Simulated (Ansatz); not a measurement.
Cost and result up the ladder for `C[Si](C)(Cl)CCCCCCCCCCCOc1ccccc1` (55 atoms). Charge 0, multiplicity 1. Geometry: PBE-D4/def2-SVP.

```xyz
55

C     1.7955    7.4924    0.9368
Si    0.7022    5.9635    0.8472
C    -1.1211    6.4231    0.7497
Cl    1.1856    4.9406   -0.9375
C     1.0611    4.7756    2.2718
C     0.3033    3.4414    2.2155
C     0.6787    2.4750    3.3447
C    -0.1013    1.1516    3.3355
C     0.0255    0.3095    2.0560
C     1.4591   -0.1094    1.7100
C     1.5864   -0.9580    0.4372
C     0.9307   -2.3427    0.5201
C     1.1885   -3.2438   -0.6939
C     0.5849   -2.7286   -2.0052
C     0.7557   -3.7042   -3.1700
O     0.1732   -4.9831   -2.9206
C    -1.1763   -5.1464   -3.0318
C    -1.6697   -6.4139   -2.6511
C    -3.0355   -6.6962   -2.7460
C    -3.9356   -5.7249   -3.2204
C    -3.4445   -4.4677   -3.5967
C    -2.0749   -4.1670   -3.5052
H     2.8681    7.2123    0.9423
H     1.5832    8.0671    1.8625
H     1.6185    8.1589    0.0689
H    -1.4349    6.9579    1.6704
H    -1.3161    7.0846   -0.1180
H    -1.7546    5.5204    0.6407
H     0.8388    5.3133    3.2227
H     2.1589    4.5909    2.2821
H     0.4967    2.9643    1.2303
H    -0.7944    3.6276    2.2462
H     1.7725    2.2739    3.2970
H     0.5167    2.9797    4.3229
H    -1.1783    1.3685    3.5127
H     0.2283    0.5387    4.2038
H    -0.4067    0.8637    1.1925
H    -0.6096   -0.5948    2.1720
H     2.0889    0.7986    1.5908
H     1.8955   -0.6675    2.5705
H     2.6657   -1.0918    0.1996
H     1.1600   -0.3859   -0.4172
H     1.3011   -2.8578    1.4345
H    -0.1682   -2.2361    0.6603
H     0.7778   -4.2562   -0.4947
H     2.2863   -3.3828   -0.8272
H    -0.4951   -2.5095   -1.8555
H     1.0541   -1.7667   -2.3061
H     1.8330   -3.9176   -3.3298
H     0.3628   -3.2740   -4.1189
H    -0.9501   -7.1611   -2.2858
H    -3.4030   -7.6905   -2.4484
H    -5.0102   -5.9481   -3.2929
H    -4.1355   -3.6951   -3.9683
H    -1.7217   -3.1716   -3.8058
```

Ansatz on 2 threads of AMD EPYC 7R13 on a shared host and a share (18 GiB) of an NVIDIA H100 80GB HBM3. Times are rough, and most runs start from the orbitals of an earlier one. ωB97M-V/def2-TZVP serves as the yardstick here, not as an exact answer. Differences are given only for rows in sets of like size (and for xTB, whose basis is part of the method), since another set adds its own error. Binding counts from free atoms at the same level (C triplet, Si triplet, Cl doublet, O triplet, H doublet; other spins of the atoms weren't run), without zero-point energy or a counterpoise term.

B3LYP takes the VWN-RPA correlation. Correlated methods freeze 30 core orbitals. The rows differ in basis, and correlated rows in double-zeta sets carry the largest basis error. Single mean-field runs in def2-SVP, def2-TZVP are fitted with def2-universal-jkfit.

Run but left out: HF/6-31G (restricted singlet, unstable in another Hartree–Fock run and untested here).

Correlated methods converge slowly with the basis, most of all in double-zeta sets.

```csv
level,functions,wall time,binding energy per atom (eV),difference from ωB97M-V/def2-TZVP (eV),remarks
PBE-D4/def2-SVP,481,6 s,4.51,–,–
B3LYP-D4/6-31G,272,6.5 s,4.28,–,–
CAM-B3LYP-D4/def2-TZVP,892,7.5 s,4.38,0.01,–
PBE0-D4/def2-SVP,481,8.5 s,4.46,–,–
PBE-D4/def2-TZVP,892,9.5 s,4.47,0.10,–
PBE0-D4/def2-TZVP (with forces),892,9.5 s,4.40,0.04,–
MP2/def2-SVP,481,9.5 s,4.25,–,restricted SCF unstable
ωB97M-V/def2-TZVP,892,11 s,4.37,0.00,–
r2SCAN-D4/def2-TZVP (with forces),892,12 s,4.38,0.01,–
B97M-V/def2-TZVP,892,16 s,4.37,0.00,–
```
